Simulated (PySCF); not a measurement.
Species: C5H7N2 (charge -1).
Geometry (GFN2-xTB, Å), atoms numbered from 1 in this order:
```xyz
14
C5H7N2 angstrom
C     -2.051    0.035   -0.673
C     -1.146   -0.416    0.475
C      0.296   -0.126    0.185
N      1.088   -1.004   -0.444
C      2.276   -0.348   -0.516
C      2.145    0.888    0.070
N      0.872    1.034    0.523
H     -3.103   -0.175   -0.461
H     -1.932    1.105   -0.835
H     -1.767   -0.482   -1.588
H     -1.437    0.108    1.391
H     -1.269   -1.493    0.631
H      3.145   -0.800   -0.978
H      2.883    1.672    0.193
```

Computed at B3LYP/pcJ-1 (PySCF, non-relativistic), with Q(14N) = 0.02044 b: N4, 14N (I = 1): χzz = -3.881 MHz, η = 0.128.

(1) Where would the pure quadrupole (NQR) lines of 14N at N4 fall for the rigid, isolated species?

Answers

(1) From ν± = (3/4)|χ|(1 ± η/3) and ν0 = |χ|η/2: ν+ 3.035 MHz, ν− 2.786 MHz, ν0 0.249 MHz (nitrogen bonded to 2 C).

In a crystal, neighbours and librations shift these lines. The pcJ-1 basis has no diffuse functions, a weakness for an anion. GFN2-xTB bond lengths can be off by several hundredths of an ångström, more for odd bonds, and the gradients follow them. The basis is small and wasn't made for field gradients, so the couplings can be 20 % off.

One conformer stands for the species.
